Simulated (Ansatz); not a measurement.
Total energies of C₃H₇B.

Cartesian coordinates in Å:
```
B 0.366 0.754 -0.399
C -0.081 0.254 1.241
C -0.710 -0.433 0.189
C 0.087 -0.936 -0.852
H 1.553 0.785 -0.321
H -0.231 1.630 -0.945
H -0.688 0.893 1.869
H 0.822 -0.138 1.690
H -1.734 -0.162 -0.048
H 1.009 -1.460 -0.635
H -0.393 -1.187 -1.789
```

Charge 0, multiplicity 1. The bonds changed during the relaxation, so this is another structure than the one it started from. Geometry: relaxed with PBE0-D4/def2-TZVP. It is one conformer, not always the lowest. Basis def2-TZVPP, the Gaussian-basis code of Ansatz.

RPA on PBE orbitals: Hartree–Fock energy of these orbitals -142.31463 Eh, correlation -1.06219 Eh (frozen core).

```json
{"functional": "PBE0", "energy without D4 (Eh)": "-143.19959", "D4 term (kJ/mol)": "-14.1"}
{"functional": "CAM-B3LYP", "energy without D4 (Eh)": "-143.28901", "D4 term (kJ/mol)": "-14.0"}
```

Task: Give the same for LDA (SPW92), PBE, revPBE, BLYP, r2SCAN, B97M-V, B3LYP, r2SCANh, r2SCAN0, HSE06 (plane-wave form), BHLYP, LC-ωPBE, ωB97X-V, ωB97M-V, B2PLYP, PBE-QIDH. (Best estimate.)

Result: Computed: 
| functional | energy without D4 (Eh) | D4 term (kJ/mol) |
| --- | --- | --- |
| LDA (SPW92) | -141.97183 | – |
| PBE | -143.17289 | -17.1 |
| revPBE | -143.34242 | -62.2 |
| BLYP | -143.29665 | -39.4 |
| r2SCAN | -143.29085 | -4.1 |
| B97M-V | -143.40006 | – |
| B3LYP | -143.39304 | -27.5 |
| r2SCANh | -143.28611 | -4.3 |
| r2SCAN0 | -143.27970 | -4.7 |
| HSE06 (plane-wave form) | -143.19003 | -12.9 |
| BHLYP | -143.28699 | -18.8 |
| LC-ωPBE | -143.28487 | – |
| ωB97X-V | -143.34199 | – |
| ωB97M-V | -143.29863 | – |
| B2PLYP | -143.23773 | – |
| PBE-QIDH | -143.17642 | – |

B3LYP takes the VWN-RPA correlation (the form of Gaussian; ORCA's B3LYP/G). HSE06 is the plane-wave form, built on full-range PBE exchange. The double hybrids freeze the cores in their second-order part.

LC-ωPBE has ω = 0.4 bohr⁻¹.
